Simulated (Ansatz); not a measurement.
```xyz
2

H     0.0000    0.0000    0.0000
H     0.0000    0.0000    1.1100
```

Basis set: pcseg-2 (spherical functions). Charge 0, multiplicity 1.

Computed with Ansatz (development build ahead of 0.2.0); each method stands on the lowest determinant of its kind that the runs found.

Q: Give the atomization energy at this shape (free ground-state atoms in the same class of orbitals less the molecule, no zero-point energy) of singlet H₂ by PBE0 (unrestricted), UHF.

A:

```
             method  atomization energy
PBE0 (unrestricted)      75.69 kcal/mol
                UHF      51.05 kcal/mol
```

Caution: the shape is not the minimum.
